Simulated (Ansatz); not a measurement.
Reaction (redistribution): `O[Si](O)(F)N[SiH2]Cl` + `[Cl][GeH2][Cl]` → `O[Si](O)(F)Cl` + `Cl[SiH2][NH][GeH2][Cl]`

Gas-phase electronic energies from Ansatz, PBE0-D4/def2-TZVP geometries. CCSD(T)/CBS is the MP2 limit (def2-TZVPP, def2-QZVPP) plus CCSD(T) − MP2 in def2-TZVPP, frozen cores. This one scheme is used for every species. Functionals use def2-TZVPP. B3LYP here is the variant with VWN-RPA as its local correlation; programs differ in this. For Ge outer-core shells are correlated without core-valence functions, which leaves a few kJ/mol of doubt a bond. Scalar relativity is left out up to krypton. Each species was taken in one conformer, which may not be the lowest.

`O[Si](O)(F)N[SiH2]Cl`:

```xyz
12

O    -2.425    0.600    0.197
Si   -1.072   -0.164   -0.258
O    -1.169   -0.356   -1.872
F    -0.930   -1.598    0.417
N     0.281    0.703    0.311
Si    1.752    0.081    0.935
Cl    2.850   -0.881   -0.531
H    -3.205    0.469   -0.345
H    -0.457   -0.825   -2.311
H     0.303    1.682    0.062
H     2.569    1.217    1.412
H     1.503   -0.927    1.982
```

`[Cl][GeH2][Cl]`:

```xyz
5

Cl   -1.955    0.410    0.421
Ge    0.050   -0.154   -0.072
Cl    1.348    1.465    0.451
H     0.428   -1.363    0.783
H     0.129   -0.358   -1.584
```

`O[Si](O)(F)Cl`:

Cartesian coordinates in Å:
```
O 1.241 -0.422 -0.359
Si -0.228 -0.052 0.216
O -0.758 1.275 -0.530
F -1.204 -1.278 -0.019
Cl -0.233 0.292 2.210
H 1.657 -1.240 -0.084
H -0.475 1.426 -1.433
```

`Cl[SiH2][NH][GeH2][Cl]`:

Cartesian coordinates in Å:
```
Cl 2.878 0.197 1.043
Si 1.047 1.024 0.571
N 0.212 0.138 -0.624
Ge -1.103 -1.096 -0.350
Cl -3.028 -0.186 -0.715
H 1.336 2.396 0.100
H 0.235 0.995 1.806
H 0.473 0.280 -1.589
H -1.072 -1.512 1.121
H -0.977 -2.235 -1.364
```

```
          level  ΔE (kcal/mol)
          B3LYP            8.0
 MP2/def2-TZVPP            6.1
CCSD/def2-TZVPP            7.1
  MP2/CBS(def2)            5.8
```

Question: What does CCSD(T)/CBS give? (Best estimate.)

Answer: The calculation gave: +6.5 kcal/mol. The listed levels differ from it by 1.5, -0.4, 0.6, -0.7 kcal/mol.

Largest T1 diagnostic among the species: 0.011.

In def2-TZVPP, CCSD(T) changes the Hartree–Fock value by −2.0 kcal/mol (the triples alone add −0.3 kcal/mol) and MP2 by −2.7 kcal/mol.
